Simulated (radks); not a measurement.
The numbers below are computed, except where a source is named.
Problem. The selenium ion Se4+ is in [Ar] 3d10 4s2. Level of theory: Dirac Kohn-Sham, relativistic LDA (MacDonald-Vosko exchange, VWN5 correlation), spin-unpolarised, spherical densities, finite nucleus; Fermi nuclear charge, rms radius of each element as measured or else 0.836 A^(1/3) + 0.57 fm (a radial shooting solver on a logarithmic mesh with Libxc functionals). Sub-shells are occupied by j as written (lower j first in brackets). One electron is removed from 4s1/2, 3p3/2, 3d5/2, 3d3/2 in turn, with full relaxation. Which removal costs least, and what does each cost?

Solution. 4s1/2 69.002 eV; 3d5/2 118.89 eV; 3d3/2 119.85 eV; 3p3/2 217.06 eV. The 4s1/2 electron leaves first.
